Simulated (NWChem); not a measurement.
## Total energies of HFSi

```xyz
3

Si    -0.4560     0.4037     0.0000
H      0.5537     1.5754     0.0000
F      0.6478    -0.8030     0.0000
```
Charge 0, spin multiplicity 1.

Program: NWChem. Structure: optimised with PBE0/def2-SVP, a minimum by its harmonic frequencies.

Basis set: STO-3G (15 functions).

```json
[
 {"method": "RHF", "total energy (Ha)": "-384.16720"},
 {"method": "MP2", "total energy (Ha)": "-384.22084"},
 {"method": "B2PLYP", "total energy (Ha)": "-384.82111"},
 {"method": "PBE", "total energy (Ha)": "-384.81172"},
 {"method": "B3LYP", "total energy (Ha)": "-385.06666"},
 {"method": "BHandHLYP", "total energy (Ha)": "-385.04519"},
 {"method": "CCSD(T)", "total energy (Ha)": "-384.24301"}
]
```

Total energies of different functionals aren't comparable as a measure of quality: only differences taken within one method are. 

The correlated methods keep 6 core orbitals frozen. B3LYP has NWChem's definition, with VWN1-RPA local correlation. The structure started from a generated list of species. No row is a measurement; the coupled-cluster row has its own basis-set and correlation limits.
